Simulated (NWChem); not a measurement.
System: CH4F3NSi; SMILES F[Si](F)(NC)F

NWChem input:

```
start job
memory heap 200 mb stack 900 mb global 1100 mb
geometry units angstroms noautosym nocenter noautoz
  C     -0.080069     2.385538     0.073276
  N      0.667999     1.146967     0.132284
  Si     0.031086    -0.402455     0.001437
  F     -0.675990    -0.992404     1.316055
  F      1.207011    -1.426717    -0.360431
  F     -1.107945    -0.443569    -1.124940
  H     -0.245522     2.838678     1.066259
  H     -1.065735     2.202835    -0.379009
  H      0.428232     3.127004    -0.563700
  H      1.647631     1.241111     0.374327
end
basis spherical
  * library def2-svp
end
dft
  xc pbe0
  iterations 150
end
cosmo
  do_cosmo_smd true
  solvent toluene
end
task dft energy
```

Parts of the log:

```
             Northwest Computational Chemistry Package (NWChem) 7.3.0
             --------------------------------------------------------

                             Geometry "geometry" -> ""
                             -------------------------

 Output coordinates in angstroms (scale by  1.889725989 to convert to a.u.)

  No.       Tag          Charge          X              Y              Z
 ---- ---------------- ---------- -------------- -------------- --------------
    1 C                    6.0000    -0.08006900     2.38553800     0.07327600
    2 N                    7.0000     0.66799900     1.14696700     0.13228400
    3 Si                  14.0000     0.03108600    -0.40245500     0.00143700
    4 F                    9.0000    -0.67599000    -0.99240400     1.31605500
    5 F                    9.0000     1.20701100    -1.42671700    -0.36043100
    6 F                    9.0000    -1.10794500    -0.44356900    -1.12494000
    7 H                    1.0000    -0.24552200     2.83867800     1.06625900
    8 H                    1.0000    -1.06573500     2.20283500    -0.37900900
    9 H                    1.0000     0.42823200     3.12700400    -0.56370000
   10 H                    1.0000     1.64763100     1.24111100     0.37432700

 Effective nuclear repulsion energy (a.u.)     343.2254418688

                                 NWChem DFT Module
                                 -----------------

 Summary of "ao basis" -> "ao basis" (spherical)
 ------------------------------------------------------------------------------
       Tag                 Description            Shells   Functions and Types
 ---------------- ------------------------------  ------  ---------------------
 C                          def2-svp                 6       14   3s2p1d
 N                          def2-svp                 6       14   3s2p1d
 Si                         def2-svp                 8       18   4s3p1d
 F                          def2-svp                 6       14   3s2p1d
 H                          def2-svp                 3        5   2s1p

 in cosmo_initialize ...
 calling solv_data for solv:toluene

 solvent parameters
 solvname_short: toluene
 solvname_long:  toluene
 dielec:        2.3741
 dielecinf:     2.2383
 nonaqueous SMD model solvent descriptors
 dielec:        2.3741
 sola:          0.0000
 solb:          0.1400
 solc:          0.8570
 solg:         40.2000
 solh:          0.0000
 soln:          1.4961

[...]

                                COSMO-SMD solvation results
                                ---------------------------

             internal energy in gas <Psi(g)|H|Psi(g)> =      -683.587921656051
         internal energy in solvent <Psi(s)|H|Psi(s)> =      -683.587636065136
                               delta internal energy  =         0.000285590915 (    0.18 kcal/mol)
   total free energy in solvent <Psi(s)|H+V/2|Psi(s)> =      -683.592794094562
 polarization energy contribution <Psi(s)|V/2|Psi(s)> =        -0.005158029426 (   -3.24 kcal/mol)
    total free energy in solvent including G(SMD-CDS) =      -683.592476094997
                       G(SMD-CDS) energy contribution =         0.000317999565 (    0.20 kcal/mol)
     1 M fixed-concentration free energy of solvation =        -0.004554438946 (   -2.86 kcal/mol)

                       DFT Final Molecular Orbital Analysis
                       ------------------------------------

 Vector   27  Occ=2.000000D+00  E=-4.290735D-01
              MO Center= -3.1D-01, -9.3D-01,  1.4D-01, r^2= 2.6D+00
   Bfn.  Coefficient  Atom+Function         Bfn.  Coefficient  Atom+Function
  ----- ------------  ---------------      ----- ------------  ---------------
    50      0.394821   4 F  px               66     -0.334625   5 F  pz
    80      0.293188   6 F  pz               53     -0.277327   4 F  px
    69      0.239919   5 F  pz               78     -0.234788   6 F  px
    83     -0.207590   6 F  pz               81      0.167830   6 F  px
    52      0.153440   4 F  pz               51     -0.151049   4 F  py

 Vector   28  Occ=2.000000D+00  E=-3.881624D-01
              MO Center= -2.8D-02,  1.9D+00, -5.2D-02, r^2= 2.4D+00
   Bfn.  Coefficient  Atom+Function         Bfn.  Coefficient  Atom+Function
  ----- ------------  ---------------      ----- ------------  ---------------
    94     -0.311603   8 H  s                 4      0.295740   1 C  px
    99      0.230335   9 H  s                 5      0.225048   1 C  py
   104     -0.193124  10 H  s                18      0.181855   2 N  px
    19      0.175893   2 N  py               95     -0.138899   8 H  s
    31      0.132566   3 Si s                37      0.129747   3 Si py

 Vector   29  Occ=2.000000D+00  E=-2.755713D-01
              MO Center=  4.7D-01,  1.3D+00,  1.5D-01, r^2= 1.9D+00
   Bfn.  Coefficient  Atom+Function         Bfn.  Coefficient  Atom+Function
  ----- ------------  ---------------      ----- ------------  ---------------
    20      0.509338   2 N  pz               23     -0.440485   2 N  pz
    89      0.206724   7 H  s                 6      0.166901   1 C  pz
    99     -0.160814   9 H  s                90      0.123625   7 H  s
    18     -0.104267   2 N  px               41     -0.095898   3 Si pz
    21      0.093767   2 N  px               51     -0.093373   4 F  py

 Vector   30  Occ=0.000000D+00  E= 4.569878D-02
              MO Center=  2.1D-01,  5.5D-01,  1.2D-01, r^2= 5.5D+00
   Bfn.  Coefficient  Atom+Function         Bfn.  Coefficient  Atom+Function
  ----- ------------  ---------------      ----- ------------  ---------------
    32      1.155417   3 Si s                17     -0.880716   2 N  s
     3     -0.780968   1 C  s               105      0.608300  10 H  s
   100      0.421410   9 H  s                95      0.409425   8 H  s
    90      0.361733   7 H  s                77     -0.316412   6 F  s
    49     -0.294528   4 F  s                 8     -0.275255   1 C  py

[...]
```

Level: PBE0/def2-SVP, SMD on the gas-phase geometry. The geometry was optimised at PBE0/def2-SVP. Solvent: toluene.
